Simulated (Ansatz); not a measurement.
`Cl[SiH2][S][GeH3]` → `[SH][GeH3]` + `[SiH]Cl`  (silylene formation by 1,1-elimination)

Gas-phase electronic energies from Ansatz, PBE0-D4/def2-TZVP geometries. CCSD(T)/CBS is the MP2 limit (def2-TZVPP, def2-QZVPP) plus CCSD(T) − MP2 in def2-TZVPP, frozen cores. This one scheme is used for every species. For Ge outer-core shells are correlated without core-valence functions, which leaves a few kJ/mol of doubt a bond. Scalar relativity is left out up to krypton. One conformer a species, not always the lowest.

| species | CCSD(T)/def2-TZVPP energy (Eh) |
| --- | --- |
| `Cl[SiH2][S][GeH3]` | -3225.21582 |
| `[SH][GeH3]` | -2475.75264 |
| `[SiH]Cl` | -749.36676 |

**Question.** Work out ΔE.

**Answer.** ΔE = (-2475.75264) + (-749.36676) − (-3225.21582) = 0.09642 Eh = +2.62 eV. CCSD(T)/CBS gives +2.72 eV.

Largest T1 diagnostic among the species: 0.013.

From r2SCAN to r2SCAN0 (25 % exact exchange), in def2-TZVPP and without D4, ΔE moves by +0.04 eV. In def2-TZVPP, CCSD(T) changes the Hartree–Fock value by +0.13 eV (the triples alone add +0.04 eV) and MP2 by +0.38 eV.
